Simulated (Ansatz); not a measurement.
Program: Ansatz. Geometries: PBE0-D4/def2-TZVP. ΔE: electronic, gas phase. CBS: MP2 limit from def2 TZ/QZ plus the TZ coupled-cluster correction, frozen cores. DFT in def2-TZVPP. B3LYP here is the variant with VWN-RPA as its local correlation; programs differ in this. No spin–orbit coupling; open shells (•) take unrestricted orbitals. For Ge, Se outer-core shells are correlated without core-valence functions, which leaves a few kJ/mol of doubt a bond. Scalar relativity is left out up to krypton. Each species was taken in one conformer, which may not be the lowest.

Reaction (homolysis of the Ge–Se bond): `[CH3][GeH]([OH])[SeH]` → `[CH3][GeH][OH]`• + `[SeH]`•

```
             level  ΔE (kJ/mol)
            PBE-D4        322.4
         r2SCAN-D4        318.5
          B3LYP-D4        310.4
             B3LYP        296.2
     HF/def2-TZVPP        226.0
   CCSD/def2-TZVPP        317.7
SCS-MP2/def2-QZVPP        339.2
      HF/CBS(def2)        223.3
```

What does CCSD(T)/CBS give? (Estimate.)

Computed: +339.9 kJ/mol. The listed levels differ from it by -17.5, -21.4, -29.5, -43.7, -113.9, -22.2, -0.7, -116.6 kJ/mol.

Largest T1 diagnostic among the species: 0.013.

In def2-TZVPP, CCSD(T) changes the Hartree–Fock value by +101.4 kJ/mol (the triples alone add +9.7 kJ/mol) and MP2 by +117.5 kJ/mol; breaking electron pairs costs correlation energy, which Hartree–Fock lacks. The D4 term adds +14.2 kJ/mol with B3LYP and +7.8 kJ/mol with PBE0; it sums over pairs of atoms, weighted by their polarisabilities, and B3LYP, whose exchange is more repulsive, gets the larger term.
